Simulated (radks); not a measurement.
Values are calculated unless marked as measured or tabulated.
These are the eigenvalues of the occupied orbitals of an atom or ion with whole-number occupations (hartree). Level of theory: Dirac Kohn-Sham, LDA (Slater exchange, Perdew-Wang correlation), spin-unpolarised, spherical densities, point nucleus (a radial shooting solver on a logarithmic mesh with Libxc functionals).

orbital  eigenvalue
1s1/2     -2036.614
2s1/2     -341.5233
2p1/2     -325.2114
2p3/2     -293.7559
3s1/2     -77.22047
3p1/2     -70.07182
3p3/2     -63.50493
3d3/2     -51.20989
3d5/2     -49.77402
4s1/2     -16.21267
4p1/2     -13.37440
4p3/2     -11.89004
4d3/2      -7.20806
4d5/2      -6.93793
5s1/2      -2.95074
5p1/2      -2.15676
5p3/2      -1.95179
4f5/2      -1.32215
4f7/2      -1.28348

Which element is it, and in what charge state? The configuration may be excited. Open shells, if any, are shared by 2j + 1.

Answer. Z = 67, holmium, charge +3: Ho3+ in [Xe] 4f10. The list shows which subshells hold electrons but not how many an open one holds; the 1s level, -2036.6 hartree, gives Z - s = 63.8 by -(Z - s)^2/2, which with screening and relativity narrows Z to a few neighbours, and the depths of the outer levels then fix element, charge and occupations together.
